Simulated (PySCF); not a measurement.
# Electronic absorption of C8H6F2

Species: C8H6F2.
Bonds: F1–C2, C2–F3, C2–C4, C4–C5, C5–C6 (aromatic), C6–C7 (aromatic), C7–C8 (aromatic), C8–C9 (aromatic), C9–C10 (aromatic), C4–C10, C5–C10 (aromatic). Hydrogens: H11 on C2; H12 on C4; H13 on C6; H14 on C7; H15 on C8; H16 on C9.

Method: PySCF, TDDFT PBE0/def2-SVPD, vertical, gas phase, core orbitals frozen in the response. One conformer (not necessarily the lowest) at the GFN2-xTB geometry, without solvent, vibrations or thermal averaging. Torsions of this conformer, `[F:1][CH:2]([F:3])[CH:4]1[c:5]2[cH:6][cH:7][cH:8][cH:9][c:10]21`: F1–C2–C4–C5 -153°.

Question: List the vertical singlet excitations with oscillator strengths and describe the spectrum.

Answer: 

```csv
state,E (eV),E (kJ/mol),λ (nm),f,symmetry,"main configurations (H = HOMO, L = LUMO)"
S1,5.34,515,232.1,0.045,A′,"H→L (74%), H-1→L+1 (26%)"
S2,5.91,571,209.6,0.0067,A″,"H→L+1 (81%), H-1→L (16%)"
S3,6.01,580,206.2,0.0039,A′,H-2→L (99%)
S4,6.20,598,199.9,0.0000,–,H-2→L+1 (98%)
S5,6.86,662,180.7,0.309,A″,"H-1→L (79%), H→L+1 (13%)"
S6,6.96,671,178.2,0.264,A′,"H→L+2 (53%), H-1→L+1 (32%), H→L (11%)"
```

Triplets, Tamm–Dancoff:

| state | E (eV) | λ (nm) | main configurations (H = HOMO, L = LUMO) |
| --- | --- | --- | --- |
| T1 | 4.07 | 304.9 | H→L+1 (66%), H-1→L (30%) |
| T2 | 4.51 | 275.0 | H→L (94%) |

The lowest singlet comes at 232 nm (515 kJ/mol) in the ultraviolet; it is of moderate strength; its leading configuration is HOMO→LUMO (74%). The most intense listed level is S5 at 6.86 eV (181 nm, f = 0.309), 1.52 eV above S1. Löwdin shares by element: HOMO carbon 70% or more (atoms not listed hold the other 30%); LUMO carbon 64% or more (atoms not listed hold the other 36%). The listed states span 1.61 eV, and the widest gap between neighbours is 0.66 eV (S4 to S5). The oscillator strengths of these states sum to 0.628; summed over the whole spectrum of an exact calculation they would give the number of electrons, 72 (Thomas–Reiche–Kuhn). Of the 6 states listed, 3 reach f = 0.01 and 1 stays under 0.0005. Symmetry labels in Cs follow from the direction of the transition dipole and are given only for states with f of 0.002 or more. The window holds the lowest 6 singlets.
